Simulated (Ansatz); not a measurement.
Isolated molecules relaxed with PBE0-D4/def2-TZVP in Ansatz; ΔE leaves out vibrations. CCSD(T)/CBS is the MP2 limit (def2-TZVPP, def2-QZVPP) plus CCSD(T) − MP2 in def2-TZVPP, frozen cores. This one scheme is used for every species, atoms too. DFT in def2-TZVPP. B3LYP here is the variant with VWN-RPA as its local correlation; programs differ in this. HSE06 is defined as in plane-wave codes. No spin–orbit coupling; open shells (•) take unrestricted orbitals. Elements past krypton have def2 core potentials. For I outer-core shells are correlated without core-valence functions, so the limit isn't a true one: a few kJ/mol of doubt a bond, and 10 to 20 or more in all where bonds break to atoms.

Consider the homolysis of the C–H bond: `ICI` → `I[CH]I`• + H•.

`ICI`:

Z-matrix (Å, degrees):
```
C
I 1 2.122
I 1 2.122 2 115.2
H 1 1.084 2 107.5 3 119.8
H 1 1.084 2 107.5 3 -119.8
```

`I[CH]I`•:

```xyz
4

I     0.953    1.679   -0.222
C     0.149   -0.182   -0.009
I    -1.666   -0.525    0.850
H     0.564   -0.972   -0.619
```

```csv
level,ΔE (eV),difference from CCSD(T)/CBS
r2SCAN-D4,4.25,-0.29
B3LYP-D4,4.39,-0.15
r2SCANh-D4,4.26,-0.28
HSE06-D4,4.31,-0.23
B2PLYP,4.40,-0.14
revPBE,4.18,-0.36
PBE0,4.30,-0.24
B3LYP,4.36,-0.18
r2SCANh,4.25,-0.29
r2SCAN0,4.27,-0.27
HSE06,4.30,-0.24
CAM-B3LYP,4.40,-0.14
LC-ωPBE,4.30,-0.24
CCSD/def2-TZVPP,4.42,-0.12
HF/def2-QZVPP,3.47,-1.07
HF/CBS(def2),3.47,-1.07
CCSD(T)/CBS,4.54,0
```

Problem. What do rigid-rotor, harmonic-oscillator terms from PBE0-D4/def2-TZVP frequencies (298.15 K, 1 bar) make of the CCSD(T)/CBS value? (Best estimate.)

Solution. The calculation gave: ΔZPE = -0.37 eV, ΔH = +4.24 eV, ΔS = 129 J/(mol·K), ΔG = +3.84 eV. Open shells count their whole term as degenerate.

Largest T1 diagnostic among the species: 0.016.

From PBE to PBE0 (25 % exact exchange), in def2-TZVPP and without D4, ΔE moves by +0.05 eV. At CCSD(T), def2-SVP lies −0.18 eV from the extrapolated value and def2-TZVPP −0.10 eV: correlation converges slowly with the basis, and small sets miss more of it in the bonded molecule than in its fragments.
